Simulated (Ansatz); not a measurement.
Basis sets compared for `Sc1ccc(-c2ccc(-c3ccc(S)nc3)nc2)nc1`. Total charge 0; singlet. Geometry PBE-D4/def2-SVP. Ansatz on 2 threads of AMD EPYC 7R13 on a shared host and a share (18 GiB) of an NVIDIA H100 80GB HBM3; times are rough, and most runs start from earlier orbitals.

Cartesian coordinates in Å:
```
S -4.643 1.816 -5.356
C -3.629 1.332 -3.990
C -4.112 0.746 -2.803
C -3.210 0.407 -1.793
C -1.829 0.657 -1.972
C -0.813 0.326 -0.948
C 0.554 0.577 -1.192
C 1.503 0.261 -0.223
C 1.085 -0.312 1.002
C 2.032 -0.676 2.080
C 3.433 -0.510 1.982
C 4.257 -0.880 3.044
C 3.651 -1.419 4.202
S 4.674 -1.896 5.569
N 2.324 -1.587 4.319
C 1.549 -1.226 3.290
N -0.225 -0.551 1.241
C -1.126 -0.245 0.308
N -1.375 1.219 -3.116
C -2.232 1.542 -4.081
H -5.827 1.425 -4.808
H -5.188 0.554 -2.667
H -3.588 -0.051 -0.868
H 0.836 1.024 -2.157
H 2.566 0.462 -0.420
H 3.891 -0.091 1.074
H 5.348 -0.756 2.983
H 3.609 -2.306 6.315
H 0.461 -1.371 3.401
H -2.174 -0.468 0.578
H -1.803 1.998 -4.993
```

Single mean-field runs in def2-TZVP are fitted with def2-universal-jkfit.

Binding counts from free atoms (S triplet, C triplet, N quartet, H doublet) in the same basis, without a counterpoise term.

```csv
level,functions,energy (Eh),HOMO (eV),LUMO (eV),binding per atom (eV),wall time
PBE-D4/def2-SVP,343,-1536.8878,-5.18,-2.67,5.38,10 s
PBE0-D4/def2-SVP,343,-1536.9863,-6.08,-2.02,5.23,10 s
```

(1) Estimate the rows for PBE-D4/def2-TZVP (with forces), PBE0-D4/def2-TZVP (with forces).

Answers

(1) 
```json
{"level": "PBE-D4/def2-TZVP (with forces)", "functions": "698", "energy (Eh)": "-1537.9466", "HOMO (eV)": "-5.28", "LUMO (eV)": "-2.80", "binding per atom (eV)": "5.30", "wall time": "11 s"}
{"level": "PBE0-D4/def2-TZVP (with forces)", "functions": "698", "energy (Eh)": "-1538.0380", "HOMO (eV)": "-6.12", "LUMO (eV)": "-2.10", "binding per atom (eV)": "5.15", "wall time": "11 s"}
```
